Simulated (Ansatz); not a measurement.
C2H6OSi can be A, `C1C[SiH2]O1`, or B, `C[SiH2]C=O`.

Calculated with Ansatz (gas phase, PBE0-D4/def2-TZVP geometries, no zero-point term in ΔE). CCSD(T)/CBS adds triple-zeta CCSD(T) − MP2 to the extrapolated MP2 energy (def2 sets, frozen cores). Functionals use def2-TZVPP. Each species was taken in one conformer, which may not be the lowest.

Problem. Which isomer does CCSD(T)/CBS put lower? Give the gap. (Best estimate.)

Solution. Computed: A, by 17.9 kcal/mol.

Problem. Give E(B) − E(A) in kcal/mol with HF/def2-TZVPP, CCSD(T)/def2-SVP, PBE0-D4, r2SCAN-D4, CCSD/def2-TZVPP, BLYP-D4, ωB97M-V. (Best estimate.)

Solution. Computed: HF/def2-TZVPP 15.4, CCSD(T)/def2-SVP 11.5, PBE0-D4 18.5, r2SCAN-D4 16.9, CCSD/def2-TZVPP 17.7, BLYP-D4 10.8, ωB97M-V 17.9. None reverses the order clearly.

Problem. Does the order hold for the free energy at 298.15 K (harmonic terms from PBE0-D4)? (Estimate.)

Solution. The calculation gave: Yes: G(B) − G(A) = +13.3 kcal/mol, for one conformer each.

Largest T1 diagnostic: 0.014.

From r2SCAN to r2SCAN0 (25 % exact exchange), in def2-TZVPP and without D4, E(B) − E(A) moves by +2.8 kcal/mol. At CCSD(T), def2-SVP lies −6.5 kcal/mol from the extrapolated value and def2-TZVPP −0.7 kcal/mol.
